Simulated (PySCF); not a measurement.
Positional isomers: silole hydroxy. All species are isolated molecules in the gas phase. One relaxed conformer stands for each flexible species; it need not be the lowest. Strings in code marks are SMILES.

The S1–T1 gap (TDA) from two functionals at the same geometries (PBE0-D4/def2-TZVP), both in PySCF: PBE-D3(BJ)/def2-TZVP and PBE0-D4/def2-TZVP. Excitations are Tamm–Dancoff values on a coarser integration grid. The basis has no diffuse functions, so Rydberg states are missing or too high.

```csv
species,PBE-D3(BJ)/def2-TZVP (eV),PBE0-D4/def2-TZVP (eV)
`OC1=CC=C[SiH2]1` (H–O–C–Si torsion 0°),1.59,1.78
`C1=CC(O)=C[SiH2]1` (H–O–C–C torsion 0°),1.39,1.73
`O[SiH]1C=CC=C1` (H–O–Si–C torsion 54°),1.46,1.81
```

Over these rows, drawn at random from the members with no instability flagged (it was tested for open shells, ions and some series alone), PBE minus PBE0-D4: mean -0.29 eV, from -0.35 eV to -0.19 eV.
